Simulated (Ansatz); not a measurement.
Input for Ansatz (a quantum-chemistry and plane-wave program): R-CCSD(T)/cc-pVTZ on H2 (SMILES [H][H]).

Ansatz 0.2 input:
```yaml
crystal:
  periodic: [false, false, false]
  atoms:
    - {symbol: H, position_ang: [0.00000000, 0.00000000, 0.37198582]}
    - {symbol: H, position_ang: [-0.00000000, -0.00000000, -0.37198582]}
basis:
  gaussian:
    orbitals: cc-pVTZ
magnetization: {spin_polarized: false}
correlation: {method: ccsd_t, electrons: outside_noble_gas}
scf: {lower_state_search: off}
```

The log:

```
WARN ansatz: RAYON_NUM_THREADS=1 ignored (pool sized by the plan → 1); use --threads N
Functional definition: HF
these checks for a lower state are left out or cut short: stability, starts, cluster_reference, orbital_swaps, neighbouring_geometries, increment
integrals: 0.00 GiB planned
145 factors; integrals over basis functions are off by at most 7.3e-4 eV
mean field: 0.04 GiB planned
mean field evaluation 1: about -30.7506 eV, gradient 3.7e0 eV
mean field evaluation 2: about -30.7488 eV, gradient 3.6e0 eV
mean field evaluation 4: about -30.8286 eV, gradient 5.9e-2 eV
mean field evaluation 8: about -30.8285 eV, gradient 1.8e-7 eV
mean field -30.82847869 eV, -1.1329256957 hartree, gradient 4.3e-7 eV, S^2 0.000000; 0 other end points of the search recorded, 0 dependent functions left out
reference -30.82847869 eV, -1.1329256957 hartree; 1, 1 occupied and 27, 27 virtual orbitals, 145 factors
second order -0.86234553 eV of doubles, -0.00000000 eV of singles
coupled cluster: 0.04 GiB planned
cycle   1  -1.00683440 eV  change   -1.4e-1 eV  update   2.6e-2
cycle   2  -1.07129107 eV  change   -6.4e-2 eV  update   9.0e-3
cycle   3  -1.07248179 eV  change   -1.2e-3 eV  update   1.1e-3
cycle   4  -1.07243559 eV  change    4.6e-5 eV  update   1.4e-4
cycle   5  -1.07239042 eV  change    4.5e-5 eV  update   1.6e-5
cycle   6  -1.07239781 eV  change   -7.4e-6 eV  update   2.7e-6
cycle   7  -1.07239706 eV  change    7.4e-7 eV  update   4.1e-7
perturbative correction 0.00000000 eV, 0.0000000000 hartree
Total energy: -31.90087576 eV, -1.1723355609 hartree
Checks for a lower state left out: stability, starts, cluster_reference, orbital_swaps, neighbouring_geometries, increment
```

The run converged.

Cost: very roughly 0.18 core-seconds.
